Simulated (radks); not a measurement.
Q: These are the eigenvalues of the occupied orbitals of an atom or ion with whole-number occupations (eV). Method: scalar-relativistic Kohn-Sham, TASK exchange with Perdew-Wang LDA correlation, spin-polarised, spherical densities, finite nucleus; meta-GGA in the generalised Kohn-Sham scheme; Fermi nuclear charge, rms radius of each element as measured or else 0.836 A^(1/3) + 0.57 fm; computed with a radial shooting solver on a logarithmic mesh with Libxc functionals.

| orbital | eigenvalue |
|---|---|
| 1s up | -30405.93 |
| 1s down | -30405.84 |
| 2s down | -4684.974 |
| 2s up | -4684.971 |
| 2p up | -4209.156 |
| 2p down | -4209.144 |
| 3s up | -960.4669 |
| 3s down | -960.4083 |
| 3p up | -804.5584 |
| 3p down | -804.4980 |
| 3d up | -565.9651 |
| 3d down | -565.9200 |
| 4s up | -196.7321 |
| 4s down | -196.6214 |
| 4p up | -148.4888 |
| 4p down | -148.3548 |
| 4d up | -77.4418 |
| 4d down | -76.9520 |
| 5s up | -50.7862 |

Which element is it, and in what charge state? The configuration may be excited. Open shells, if any, are filled with parallel spins first.

A: Z = 51, antimony, charge +4: Sb4+ in [Kr] 4d10 5s1. The list shows which subshells hold electrons but not how many an open one holds; the 1s level, -1117.4 hartree, gives Z - s = 47.3 by -(Z - s)^2/2, which with screening and relativity narrows Z to a few neighbours, and the depths of the outer levels then fix element, charge and occupations together.
